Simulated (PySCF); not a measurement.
H₃InS, SMILES [SH][InH2], singlet, CAM-B3LYP/def2-SVP optimised geometry. Atoms within 1.6 Å of the plane z = 0.6 Å (x, y, z in Å): In1 (0.27, -0.43, 0.00), H2 (1.99, -0.43, 0.00), H3 (-0.81, -1.76, 0.00), S4 (-0.71, 1.76, 0.00), H5 (-1.99, 1.32, 0.00).

Calculation: PySCF with CAM-B3LYP/def2-TZVP, def2 effective core potentials past Kr. The core electrons that the potentials of In replace are not part of the density.

Map of the deformation density (molecule minus spherical neutral atoms) (e/bohr³) on the plane z = 0.6 Å:

```
|...............................|
|...............................|
|...............................|
|............::.................|
|...........::::................|
|...........:--::...............|
|...........-+*=:...............|
|...........-#@+:...............|
|...... .::.-#@*:...............|
|.....  .-=::+%*-...............|
|.....   -=-.-#*=:..............|
|.....   :::.-*#+-:.............|
|.....   ...:=+*+-:.............|
|....... ...:-==-:...::::.......|
|...........::::.  .::-::.......|
|..............    .:==-:.......|
|.............. . . :+*+-.......|
|.............. . . :+*+-.......|
|..........::-:. ...:=+=:.......|
|.........::-==-....:---:.......|
|.........::-+*=-:...::::.......|
|..........:-+*+-:.....:........|
|...........:-==-:..............|
|............:::::..............|
|.............:::...............|
|...............................|
|...............................|
|...............................|
|...............................|
|...............................|
|...............................|
```
Scale: ten equal steps from -0.006 (start of ' ') to 0.027 (end of '@'), in the order ' .:-=+*#%@'; x runs from -4.00 to 4.00, y from -4.00 (bottom) to 4.00 (top).
